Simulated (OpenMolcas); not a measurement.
## Co II: Racah parameters, the spin-orbit constant, worked from levels

```yaml
Program: OpenMolcas
Basis: ANO-RCC-VQZP [7s6p4d3f2g1h]
Scalar_Hamiltonian: DKH2, point nucleus
Active_space: 8 electrons in 5 orbitals (3d)
State_averaging: 2S+1 = 3 even, 10 roots; 2S+1 = 1 even, 15 roots
Spin-orbit_coupling: state interaction with AMFI integrals over the reference wave functions, term energies averaged over their components
```

Methods: CASSCF; SS-CASPT2, IPEA 0.25 Eh, imaginary shift 0.1 Eh (closed shells correlated: 3s 3p). Measured levels: NIST Handbook of Basic Atomic Spectroscopic Data.

**Racah parameters.** Above ³F, d8 has ³P at 15B, ¹G at 12B + 2C and ¹D at 5B + 2C. The first two fix B and C, and the third tests them; where it misses by thousands of cm-1, two parameters do not describe the configuration (Trees and configuration-interaction terms are left out) and B and C hang on the terms chosen. Term energies are centres of gravity, weighted by 2J + 1.

| Source | ³P | ¹G | B | C | C/B | ¹D from B, C | ¹D found |
| --- | --- | --- | --- | --- | --- | --- | --- |
| CASSCF | 17039 | 21777 | 1136 | 4073 | 3.59 | 13826 | 13778 |
| SS-CASPT2 | 13356 | 18210 | 890 | 3763 | 4.23 | 11976 | 9937 |

Energies in cm-1. From CASSCF to SS-CASPT2, B changes by -21.7 % and C by -7.6 %.

**The spin-orbit constant.** For the Hund term ³F of d8, E(J) = (A/2) J(J+1) + constant and ζ = -2S·A = -2A. From J = 2 to J = 4 the energy changes by 7 A.

```json
{"Source": "CASSCF", "E(4) - E(2)": "-1633.3", "A": "-233.3", "ζ": "467"}
{"Source": "SS-CASPT2", "E(4) - E(2)": "-1617.4", "A": "-231.1", "ζ": "462"}
{"Source": "measured", "E(4) - E(2)": "-1597.2", "A": "-228.2", "ζ": "456"}
```

All in cm-1. SS-CASPT2 is off by +1.3 % and CASSCF by +2.3 %. Both methods take the spin-orbit matrix elements from the reference wave functions, so the second can move ζ only through the term energies and any multistate remixing. Second-order mixing with other terms is absorbed into this ζ.

CASPT2 breaks the degeneracy within a term, and the mean is taken; among the terms shown or strongly mixed into the levels shown the widest spread is 1200 cm-1 (3d⁸ ³F, SS-CASPT2). Without dynamic correlation excited terms often stand tens of per cent too high (terms of higher spin than the ground term too low), and those without a measured partner can miss by more than the paired ones (holds for CASSCF). Measured partners are found by configuration, term and J. A level has none where our copy of the source lacks it or the pairing is in doubt (some pairs that miss far off the trend of their configuration count as doubtful), and it then counts in no deviation. Levels of configurations outside the active space are missing.
